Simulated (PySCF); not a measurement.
C₃H₉NSi, SMILES N[SiH2]C1CC1.

Coordinates come from a B3LYP-D3(BJ)/def2-SVP optimisation. Other conformers were not sampled.

Level of theory: PySCF 2.14.0 with TDDFT-PBE/def2-SVPD.

Vertical excitations. Gas-phase values at a fixed geometry.

Computed excitation energies, oscillator strengths and character:
```csv
state,energy (eV),λ (nm),f,main pairs
S1,5.56,223,0.029,HOMO→LUMO 99 %
S2,6.13,202,0.001,HOMO→LUMO+1 99 %
S3,6.59,188,0.012,HOMO→LUMO+2 97 %
S4,6.62,187,0.018,HOMO→LUMO+3 99 %
S5,6.68,186,0.024,HOMO−1→LUMO 97 %
S6,6.94,179,0.013,HOMO→LUMO+4 89 %
S7,7.03,176,0.029,HOMO−2→LUMO 93 %
S8,7.13,174,0.005,HOMO→LUMO+5 95 %
S9,7.29,170,0.007,HOMO→LUMO+6 85 %
S10,7.31,169,0.008,HOMO−1→LUMO+1 89 %
T1,5.28,235,0,HOMO→LUMO 100 %
T2,6.04,205,0,HOMO→LUMO+1 99 %
T3,6.49,191,0,HOMO→LUMO+2 97 %
T4,6.54,190,0,HOMO−1→LUMO 91 %
```
Triplets are in the Tamm–Dancoff approximation, which puts them higher than full response would, so one can lie above its singlet here.
